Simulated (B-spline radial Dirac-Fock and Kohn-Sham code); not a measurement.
How the settings move the core levels of Fe

ΔSCF core binding energies without Breit or QED terms, calculated with a B-spline atomic structure program. Keys: rel is the Hamiltonian (dirac, or spin-free x2c and nr, where L3 and M5 stand for the whole 2p and 3d shells), method is hf or an exchange,correlation pair (spin-unpolarised, also for the hole states), nuc the nuclear model, radius_factor scales its radius, rmax is the box in bohr, h the logarithmic mesh step, order the B-spline order, points the quadrature points per cell, c_factor scales the speed of light, and damp, ndamp, maxit and tol steer the iteration. The run stops when the commutator error falls below 10·tol·max(1, Z/10), or the numerical noise floor, and the energy has settled to about 1e-8 Ha; the virial ratio is −V/T.

Base input:

```json
{"items": [{"Z": 26, "q": 0, "cfg": [[1, 0, 2], [2, 0, 2], [2, 1, 6], [3, 0, 2], [3, 1, 6], [3, 2, 6], [4, 0, 2]], "A": 56, "rrms": 3.7377, "do": "settings", "holes": ["K", "L3", "M5"],
  "settings": [{"rel": "dirac", "method": "hf", "nuc": "fermi", "radius_factor": 1.0, "rmax": 45.0, "h": 0.3, "order": 8, "points": 10, "c_factor": 1.0, "maxit": 60, "damp": 0.5, "ndamp": 3, "tol": 1e-08}]}]}
```

The ground state converged in 12 iterations, with total energy -1271.39205 Ha, virial ratio 1.98564 and highest orbital energy -7.18 eV. ΔSCF binding energies: K (1s) 7135.5 eV, L3 (2p3/2) 722.9 eV. Holes are computed only in closed shells, and unreliable hole states are left out.

Changes from the base run:

```csv
changed setting,Δ total energy (Ha),Δ K (eV),Δ L3 (eV),iterations
c_factor = 100.0,+9.10352,-65.50,+1.73,10
rmax = 60.0,0.00000,0.00,0.00,12
order = 5,+0.00020,0.00,0.00,12
nuc = "gauss",0.00000,0.00,0.00,12
radius_factor = 1.2; damp = 0.2; tol = 0.0001,+0.00178,-0.02,0.00,12
h = 0.22,0.00000,0.00,0.00,12
nuc = "sphere",0.00000,0.00,0.00,12
rmax = 60.0; order = 5; tol = 0.0001,+0.00020,0.00,0.00,10
"method = "b88,lyp"",-1.40343,+18.61,-0.85,10
c_factor = 2.0,+6.85814,-49.35,+1.31,12
h = 0.22; order = 6; c_factor = 100.0,+9.10351,-65.50,+1.73,10
"rel = "nr"; method = "b88,lyp"; radius_factor = 2.0",+7.77787,-47.58,+0.85,10
rel = "nr",?,?,?,?
```

Q: What does the change rel = "nr" do?

A: The total energy moves by +9.10118 Ha and the binding energies by K -65.47 eV, L3 +1.74 eV; the run takes 12 iterations.
